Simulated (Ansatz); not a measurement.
`NB(Br)O[SiH3]` + H₂ → `NBBr` + silanol at 400 K and 1 bar (hydrogenolysis of a B–O bond).

Gas-phase electronic energies from Ansatz, PBE0-D4/def2-TZVP geometries. CCSD(T)/CBS adds triple-zeta CCSD(T) − MP2 to the extrapolated MP2 energy (def2 sets, frozen cores). This one scheme is used for every species. For Br outer-core shells are correlated without core-valence functions, which leaves a few kJ/mol of doubt a bond. Scalar relativity is left out up to krypton. Each species was taken in one conformer, which may not be the lowest.

```csv
species,CCSD(T)/CBS energy (Eh),H − E (kJ/mol),S (J/(mol·K))
`NB(Br)O[SiH3]`,-3020.25562,198.1,398.7
H₂,-1.17544,38.0,139.0
`NBBr`,-2654.70322,126.8,298.9
`O[SiH3]`,-366.69042,120.0,276.4
```

H − E and S are ideal-gas, rigid-rotor, harmonic terms from PBE0-D4/def2-TZVP, for one conformer and one mirror image of each species. The MP2-based limit puts H₂ 0.8 mEh under its directly extrapolated value; such offsets cancel only in part. 1 Eh = 2625.50 kJ/mol, R = 8.31446 J/(mol·K).

Q: By hand: ΔE, ΔH, ΔS and ΔG.

A: ΔE = (-2654.70322) + (-366.69042) − (-3020.25562) − (-1.17544) = 0.03742 Eh = 98.2 kJ/mol. Δ(H − E) = 126.8 + 120.0 − 198.1 − 38.0 = 10.7, so ΔH = 108.9 kJ/mol. ΔS = 298.9 + 276.4 − 398.7 − 139.0 = 37.6 J/(mol·K). ΔG = 108.9 − 400 × (37.6)/1000 = 93.9 kJ/mol.

Q: By hand: the equilibrium constant, and the temperature at which ΔG would vanish if ΔH and ΔS stayed fixed.

A: log₁₀ K = −ΔG/(RT ln 10) = -12.3. ΔG = 0 at ΔH/ΔS = 2896 K, far beyond where these terms or the molecules hold.

ΔH outweighs TΔS. A doubt of 5 kJ/mol in ΔE shifts log₁₀ K by 0.7 here. Other conformers and mirror images would add mixing entropy, several J/(mol·K) or more a flexible species. These are equilibria of isolated gas molecules and say nothing of rates. Largest T1 diagnostic: 0.011 (customary marks: 0.02 for closed shells, 0.045 for open ones).
